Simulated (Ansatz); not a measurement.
Geometry optimisation, RKS BHLYP-D4/def2-SVP (Ansatz).

The input (input.yaml):

```yaml
crystal:
  periodic: [false, false, false]
  atoms:
    - { symbol: Ti, position_ang: [0.190487, -0.001979, -0.052382] }
    - { symbol: Cl, position_ang: [0.329853, -0.004059, 2.260728] }
    - { symbol: Cl, position_ang: [2.213596, 0.001628, -0.766997] }
    - { symbol: Cl, position_ang: [-0.714276, 1.797635, -0.800739] }
    - { symbol: Cl, position_ang: [-0.710129, -1.800579, -0.806886] }
    - { symbol: F, position_ang: [-2.608584, -0.007264, 1.103802] }
    - { symbol: H, position_ang: [-2.212248, 0.014618, 1.930875] }
basis:
  gaussian: { orbitals: def2-SVP }
hamiltonian:
  xc: { name: BHLYP }
  dispersion: d4
relax:
  f_tol: 0.03
  max_steps: 50
```

Command:

```bash
$ ansatz run input.yaml --threads 4 --pin off --max-ram 5120MiB --backend cpu --events-out ev --progress --plain --runs-dir out
```

**Question.** Where does it end, and by what steps?

**Answer.** It converged. After 7 steps the energy has fallen by 0.169 eV; F6 moved furthest, 0.36 Å. Joined: Ti1–F6 (3.03 → 2.47 Å).

```tsv
step	energy less start (eV)	largest force component (eV/Å)	accepted
0	0.0000	1.560	yes
1	-0.1221	0.796	yes
2	-0.1373	0.633	yes
3	-0.1451	0.772	yes
4	-0.1582	0.707	yes
5	-0.1613	0.184	yes
6	-0.1683	0.207	yes
7	-0.1694	0.022	yes
```

```xyz
7
Properties=species:S:1:pos:R:3
Ti 0.008 0.000 0.040
Cl 0.296 0.000 2.234
Cl 2.054 0.000 -0.628
Cl -0.759 1.822 -0.831
Cl -0.758 -1.823 -0.831
F -2.268 0.000 0.990
H -2.084 0.001 1.893
```

Whether the end is a true minimum wasn't checked by a vibrational analysis.

Run time: 30 s on 4 threads of Arm Neoverse V1, with other jobs on the host, peak memory 0.37 GiB.
